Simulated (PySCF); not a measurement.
A species of formula C5H10P2 has this rotational fingerprint, computed with CAM-B3LYP/def2-SVPD in PySCF (dipole) on a GFN2-xTB geometry, gas phase:

- Rotational constants: A = 3585, B = 1025, C = 926.2 MHz
- Dipole components: |μa| = 1.05 D, |μb| = 0.20 D, |μc| = 0.05 D
- Inertial defect: -88.55 u·Å²
- κ: -0.93

Question: Which candidate fits, each taken in the one conformer that was computed?
A. `[CH3:1][C:2]1=[CH:3][CH2:4][P:5]([PH2:6])[CH2:7]1` with C4–P5–P6–H 88° and 180°, C2–C3–C4–P5 14°, C3–C4–P5–P6 78°, C4–P5–C7–C2 19°, C1–C2–C7–P5 166°
B. `[CH2:1]=[CH:2][CH2:3][P:4]([PH2:5])[CH:6]=[CH2:7]` with C1–C2–C3–P4 -106°, C2–C3–P4–P5 71°, C3–P4–P5–H -173° and -81°, C3–P4–C6–C7 -123°
C. `[CH2:1]=[CH:2]/[CH:3]=[P:4]/[P:5]([CH3:6])[CH3:7]` with C1–C2–C3–P4 -177°, C3–P4–P5–C6 -93°
D. `[PH2:1][PH:2][C:3]1=[CH:4][CH2:5][CH2:6][CH2:7]1` with H–P1–P2–C3 178° and 86°, P1–P2–C3–C4 -117°, C3–C4–C5–C6 -12°, C4–C5–C6–C7 19°, C5–C6–C7–C3 -19°, P2–C3–C7–C6 -168°

Answer: D. It is PPC1=CCCC1, a near-prolate asymmetric top, point group C1. The candidates at the same level (rigid rotor, commonest isotopes):

| SMILES | A (MHz) | B (MHz) | C (MHz) | μa (D) | μb (D) | μc (D) | Δ (u·Å²) | point group | rotor |
| --- | --- | --- | --- | --- | --- | --- | --- | --- | --- |
| C=C/C=P/P(C)C | 4347 | 811.2 | 751.6 | 0.18 | 0.68 | 0.41 | -66.88 | C1 | near-prolate asymmetric top |
| PPC1=CCCC1 | 3585 | 1025 | 926.2 | 1.05 | 0.20 | 0.05 | -88.55 | C1 | near-prolate asymmetric top |
| CC1=CCP(P)C1 | 2793 | 1319 | 1199 | 1.10 | 0.03 | 0.07 | -142.84 | C1 | asymmetric top |
| C=CCP(P)C=C | 2751 | 1218 | 970.8 | 0.07 | 0.52 | 0.34 | -78.18 | C1 | asymmetric top |

`C=CCP(P)C=C` has A 23 % too low; `C=C/C=P/P(C)C` has A 21 % too high; `CC1=CCP(P)C1` has C 29 % too high. No structure here is proved a minimum.
